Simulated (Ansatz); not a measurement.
C2H4ClNSi can be A, `C=C=N[SiH2]Cl`, or B, `N=C1[SiH2]C1Cl`.

Program: Ansatz. Geometries: PBE0-D4/def2-TZVP. ΔE: electronic, gas phase. CCSD(T)/CBS is the MP2 limit (def2-TZVPP, def2-QZVPP) plus CCSD(T) − MP2 in def2-TZVPP, frozen cores. DFT in def2-TZVPP. B3LYP here is the variant with VWN-RPA as its local correlation; programs differ in this. One conformer a species, not always the lowest.

Problem. Which is lower in electronic energy at CCSD(T)/CBS, and by how much? (Estimate.)

Solution. Computed: A, by 305.0 kJ/mol.

Problem. Give E(B) − E(A) in kJ/mol with PBE0-D4, B2PLYP, ωB97M-V, B3LYP-D4, MP2/def2-TZVPP, HF/def2-TZVPP, CCSD/def2-TZVPP. (Estimate.)

Solution. The calculation gave: PBE0-D4 294.5, B2PLYP 319.5, ωB97M-V 308.6, B3LYP-D4 316.9, MP2/def2-TZVPP 311.9, HF/def2-TZVPP 361.7, CCSD/def2-TZVPP 310.6. None reverses the order clearly.

Largest T1 diagnostic: 0.013.

In def2-TZVPP, CCSD(T) changes the Hartree–Fock value by −57.9 kJ/mol (the triples alone add −6.8 kJ/mol) and MP2 by −49.8 kJ/mol. From PBE to PBE0 (25 % exact exchange), in def2-TZVPP and without D4, E(B) − E(A) moves by +10.6 kJ/mol.
